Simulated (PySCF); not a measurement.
# Frontier orbitals and the lowest excitations

C7H11F.
SMILES with atom numbers: `[F:1][CH2:2][CH:3]1[CH2:4][C:5]2([CH2:6][CH2:7]2)[CH2:8]1` (hydrogens: H9, H10 on C2; H11 on C3; H12, H13 on C4; H14, H15 on C6; H16, H17 on C7; H18, H19 on C8)

Cartesian coordinates in Å at the GFN2-xTB level; atoms count from 1:
```
atom  x, y, z in Å
F1     3.1967   -1.1537    0.2152
C2     2.3949   -0.0489    0.3850
C3     1.2085   -0.0975   -0.5595
C4     0.2081    1.0592   -0.3605
C5    -0.8485    0.0417    0.0417
C6    -2.3044    0.0814   -0.2859
C7    -1.8473    0.1807    1.1427
C8     0.1118   -1.1155   -0.1808
H9     2.0731   -0.0512    1.4317
H10    3.0233    0.8272    0.1888
H11    1.5726   -0.2045   -1.5823
H12    0.4855    1.7631    0.4240
H13   -0.0220    1.6166   -1.2671
H14   -2.6992    0.9689   -0.7580
H15   -2.7797   -0.8334   -0.6073
H16   -2.0151   -0.6661    1.7912
H17   -1.9313    1.1358    1.6399
H18   -0.1710   -1.7909   -0.9866
H19    0.3343   -1.7037    0.7086
```

Computed with TDDFT PBE0/def2-SVPD, vertical, gas phase, core orbitals frozen in the response (PySCF 2.14.0, density-fitted response routines).

Frontier orbitals with the atoms that hold most of them (Löwdin shares over 4%, at most four atoms; ? is withheld):

| orbital | ε (eV) | atoms |
| --- | --- | --- |
| LUMO+2 | 1.17 | C2 18%, C6 13%, H9 11%, H14 8% |
| LUMO+1 | 1.12 | H11 16%, C7 13%, C3 10%, H13 8% |
| LUMO | ? | C4 11%, C7 9%, C6 9%, C2 7% |
| HOMO | -7.80 | ? |
| HOMO-1 | -7.92 | ? |
| HOMO-2 | -8.80 | C8 23%, C4 21%, C5 15%, C3 12% |
| HOMO-3 | -9.38 | F1 26%, C2 18%, C3 13%, H9 10% |

(1) Which atoms hold the HOMO, and with what shares?

(2) Give the leading atoms of the HOMO-1.

(3) What is the LUMO energy, and the HOMO–LUMO gap?

Results:

(1) C5 (bonded to 4 C) 27%; C6 (bonded to 2 C and 2 H) 16%; C7 (bonded to 2 C and 2 H) 16%; C8 (bonded to 2 C and 2 H) 8%.

(2) C7 (bonded to 2 C and 2 H) 23%; C6 (bonded to 2 C and 2 H) 22%; C5 (bonded to 4 C) 12%; C3 (bonded to 3 C and H) 10%.

(3) ε(LUMO) = 0.82 eV; the gap is 8.61 eV (0.3164 hartree).

Problem. The HOMO–LUMO gap is 8.61 eV. Where does the response calculation put the lowest singlet, and from which orbitals?

Solution. S1 is at 7.49 eV (f = 0.032), 1.12 eV below the gap, made of HOMO→LUMO (93%). Without the coupling terms of the response equations the lowest excitation would equal the gap.

Problem. Give energy, strength and leading configuration of S1, S2, S3 and S5, and follow the Löwdin shares of the leading atoms from the occupied to the empty orbital.

Solution. 
- S1 (7.49 eV, f 0.032), HOMO→LUMO (93%): C5 27% → at most 8%, C6 16% → 9%, C4 at most 8% → 11%, C7 16% → 9%
- S2 (7.63 eV, f 0.0048), HOMO-1→LUMO (87%): C7 23% → 9%, C6 22% → 9%, C4 at most 11% → 11%
- S3 (7.82 eV, f 0.0031), HOMO→LUMO+1 (88%): C5 27% → at most 8%, C6 16% → at most 8%, H11 at most 8% → 16%, C7 16% → 13%
- S5 (7.95 eV, f 0.0096), HOMO-1→LUMO+1 (87%): C7 23% → 13%, C6 22% → at most 8%, H11 at most 11% → 16%

One conformer stands for the species.

Without π bonds the low states may be Rydberg-like; a valence basis with one diffuse set may place them up to an eV too high.
